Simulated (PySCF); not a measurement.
C2H5NO2Si, SMILES O([SiH3])/C=N/C=O. Coordinates come from a PBE-D3(BJ)/def2-SVP optimisation. The structure was generated by enumeration; whether it is a known compound was not checked. One conformer was computed; it need not be the lowest.

Computed equilibrium geometry at PBE-D3(BJ)/def2-SVP (PySCF confirms it by a frequency run) as a Z-matrix (one conformer of several):
```
N
C 1 1.2900
O 2 1.3249 1 120.95
C 1 1.4058 2 118.57 3 174.94
O 4 1.2180 1 125.81 2 -28.16
H 2 1.1113 1 124.80 4 -6.24
H 4 1.1240 5 122.47 1 177.71
Si 3 1.7536 2 116.42 6 179.98
H 8 1.4956 3 110.54 2 -61.67
H 8 1.4958 9 112.96 3 -123.75
H 8 1.4967 9 110.80 10 -125.06
```
